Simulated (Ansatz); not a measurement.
Cartesian coordinates in Å:
```
O 1.439 0.161 -0.643
Mo -0.281 0.113 -0.022
F -0.811 -1.102 -1.291
F 0.021 1.441 1.208
Cl -2.152 -0.410 1.134
Cl -1.084 1.721 -1.391
Cl 0.688 -1.543 1.341
H 2.178 -0.381 -0.337
```

Charge 0, multiplicity 1. Mo: def2 effective core potential.

(1) List the r2SCAN/def2-TZVPP orbital energies in eV (Ansatz). (Best estimate.)

Results:

(1) Computed: Occupied: -2754.34, -2754.19, -2753.55, -667.13, -667.13, -518.17, -255.72, -255.58, -254.94, -194.21, -194.17, -194.13, -194.10, -194.00, -193.99, -193.45, -193.38, -193.32, -74.01, -47.18, -46.95, -46.76, -31.75, -30.89, -27.80, -22.05, -21.82, -21.17, -15.24, -13.84, -13.00, -12.75, -12.07, -11.71, -11.45, -11.41, -11.37, -10.55, -10.08, -9.73, -9.28, -9.05, -8.86, -8.81, -8.52, -7.93. Lowest empty: -5.96, -5.84, -5.35, -2.82, -1.23, 0.25, 1.26, 1.64.
